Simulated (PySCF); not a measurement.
BeHIO. Atoms are numbered in the order given.

```xyz
4

Be     0.0088    -1.5516     0.0000
I     -0.0023     0.6325     0.0000
O      0.0816    -2.9574     0.0000
H     -0.5640    -3.6580     0.0000
```

Geometry optimised at r2SCAN-D4/def2-TZVP. The def2 effective core potentials stand for the cores of I; spin–orbit coupling is left out. Other conformers were not sampled.

These are PBE/def2-TZVPD run with PySCF values and carry that method's errors.

Mulliken values depend strongly on the basis, most of all with diffuse functions as here. ESP charges are fitted to the potential on shells at 1.4 to 2.0 van der Waals radii. Atomic charges (e):

```json
[
 {"atom": "Be1", "ESP fit": "(withheld)", "Mulliken": "-0.19"},
 {"atom": "I2", "ESP fit": "(withheld)", "Mulliken": "-0.09"},
 {"atom": "O3", "ESP fit": "(withheld)", "Mulliken": "-0.03"},
 {"atom": "H4", "ESP fit": "(withheld)", "Mulliken": "0.31"}
]
```

Question: What belongs in the gaps? (The exact figures need the calculation; the answer reports its results.)

Answer: 
- Be1, ESP fit: 0.45
- I2, ESP fit: -0.20
- O3, ESP fit: -0.61
- H4, ESP fit: 0.36
